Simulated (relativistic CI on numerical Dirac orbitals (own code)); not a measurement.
**Ce3+: what numerical and physical settings do to a radial Dirac CI calculation**

Reference input:

```
atom Ce  Z=58  charge=3  electrons=55
nucleus A=140  rms_radius_fm=4.8771
hamiltonian dirac-coulomb  breit=on  qed=on  c_scale=1
orbitals kli  potential=per-configuration
slater_scale 1
correlation none
mixing on
grid step=0.0125 r_max=64.9
scf mixing=0.4 start=green max_iterations=150 tolerance=2e-08 node_fill=0.05
configurations
  [Xe] 4f
  [Xe] 5d
  [Xe] 6s
  [Kr] 4d10 4f 5s2 5p5 5d
  [Xe] 6p
end
```

Computed lowest total energy -8847.51175 Ha, first excitation 2139.1 cm⁻¹, 59 SCF steps. Runs with settings changed; * marks those that are bad on purpose:

| Changed | Outcome | Lowest level | ΔE (Ha) | First excitation (cm⁻¹) | SCF steps | Message |
| --- | --- | --- | --- | --- | --- | --- |
| QED terms off | converged | 4f5p⁶ ²F°5/2 | -4.93 | 2127.2 | 59 |  |
| start potential previous, SCF tolerance 1e-06 | converged | 4f5p⁶ ²F°5/2 | -7.76e-08 | 2139.1 | 45 |  |
| end of the grid at 97.35 bohr | converged | 4f5p⁶ ²F°5/2 | 1.82e-12 | 2139.1 | 59 |  |
| charge 5 * | refused |  |  |  | 0 | configuration [Xe] 4f has 55 electrons, the ion has 53 |
| SCF tolerance 0.3 * | converged | 4f5p⁶ ²F°5/2 | 0.215 | 2241.5 | 15 |  |

With so few configurations and no correlation, terms lie too far apart (by 10 to 50 % near neutrality), their order can be wrong, and levels of other configurations are missing.
